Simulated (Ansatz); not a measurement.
Reaction (SMILES): C[SiH2]B(O)O [methylsilylboronic acid] → [CH2][SiH2]B(O)O + H atom (the C-H bond breaks)

Quantity: bond dissociation energy (electronic), in kcal/mol. Terms: 6-311+G** with 5d, 6d on Na to Ar in Ansatz (a quantum-chemistry and plane-wave program); LANL2DZ with its own core potentials from Na on; six Cartesian d functions in 6-31G* and its kin unless marked 5d; non-relativistic; frozen cores in correlated levels; no spin-orbit coupling; open shells spin-unrestricted. Basis-set limits of correlation are two-point, X^-3; Hartree-Fock from the larger set. Ab initio and DFT rows: single points at B3LYP-D3(BJ) geometries (Ansatz).

Coupled cluster (Ansatz) is a level with limits of its own, used here on species with T1 under 0.025 (0.045 for open shells) and stable references: CCSD(T)/CBS(cc-pV(T+d)Z,cc-pV(Q+d)Z).

Value to compare with, CCSD(T)/CBS(cc-pV(T+d)Z,cc-pV(Q+d)Z) (Ansatz): 107.5 kcal/mol.

```
level         program  bond dissociation energy (electronic) (kcal/mol)  difference
------------  -------  ------------------------------------------------  ----------
HF/STO-3G      Ansatz                                             110.3         2.8
HF/3-21G       Ansatz                                              82.8       -24.7
HF/LANL2DZ     Ansatz                                              81.4       -26.1
HF/6-31G*      Ansatz                                              81.1       -26.4
HF/6-311+G**   Ansatz                                              80.6       -26.9
```

1 of the 5 habitual levels lie above CCSD(T)/CBS(cc-pV(T+d)Z,cc-pV(Q+d)Z) (Ansatz); their mean absolute difference is 21.4 kcal/mol, the median 26.1.

The sets are all those run for this method; left out are runs that failed, that the program found above a lower state of the same kind, or whose <S^2> lies over 0.5 above the pure value.
